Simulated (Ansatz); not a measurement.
```yaml
crystal:
  periodic: [false, false, false]
  atoms:
    - {symbol: O, position_ang: [-0.253364, 0.139914, 1.501117]}
    - {symbol: Zr, position_ang: [0.055591, -0.031403, -0.335975]}
    - {symbol: I, position_ang: [2.228276, -1.587051, -0.722948]}
    - {symbol: I, position_ang: [-2.104697, -1.166951, -1.491110]}
    - {symbol: I, position_ang: [0.480434, 2.417692, -1.390436]}
    - {symbol: H, position_ang: [-0.406240, 0.227799, 2.439353]}
basis:
  gaussian: {orbitals: def2-SVP}
hamiltonian: {xc: {name: HF}}
correlation: {active_space: {window: {electrons: 3, orbitals: 2}}}
output: {forces: true}
```

```sh
$ ansatz run in.yaml --threads 4 --pin off --events-out ev --progress --plain --max-ram 11315MiB
```

It prints (some lines left out):

```
Functional definition: HF
1513 factors; integrals over basis functions are off by at most 9.3e-4 eV
mean field evaluation 1: about -27537.5450 eV, gradient 4.3e1 eV
mean field evaluation 2: about -27537.6850 eV, gradient 4.3e1 eV
mean field evaluation 4: about -27542.1508 eV, gradient 3.2e0 eV
mean field evaluation 8: about -27542.2135 eV, gradient 5.0e-1 eV
mean field -27542.21497045 eV, -1012.1577313802 hartree, gradient 2.7e-6 eV, S^2 0.000000; 0 other end points of the search recorded, 0 dependent functions left out
reference -27542.21497045 eV, -1012.1577313802 hartree; 48, 48 occupied and 80, 80 virtual orbitals, 1513 factors
Error: 3 electrons in 2 orbitals form no window around the highest filled level of the reference
```

In this input the active space doesn't fit the electrons. The run stopped with an error.
